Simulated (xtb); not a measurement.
Mg(Br)(NH2) (BrH2MgN), SMILES [NH2][Mg][Br]. All values are semi-empirical tight-binding results from xtb (GFN2-xTB unless named), good for trends rather than for accurate numbers. Coordinates come from a GFN2-xTB optimisation. The values are those of a single conformer.

Optimised geometry:

```xyz
5

Mg    -1.1838     0.1687     0.4256
Br     0.8966     0.1537    -0.6600
N     -1.7928    -0.7867     1.9357
H     -2.3620    -1.6067     1.7588
H     -2.2624    -0.2908     2.6833
```
Charge 0, spin multiplicity 1.

For metal compounds this method's bond lengths and energies can be far off.

### Question
Estimate the properties. (Estimate from the structure and the level; the computed values follow.)

### Answer

- orbital gap: 2.15 eV
- zero-point energy: 14.8 kcal/mol
- G − E(el) at 298.15 K (modified RRHO): -4.1 kcal/mol

### Question
Give the atomic charges and the Wiberg bond orders between heavy atoms. (The exact figures need the calculation; the answer reports its results.)

### Answer
charges (e) Mg1 0.46, Br2 -0.26, N3 -0.48, H4 0.14, H5 0.14. Bond orders Mg1–Br2 1.05, Mg1–N3 0.99.
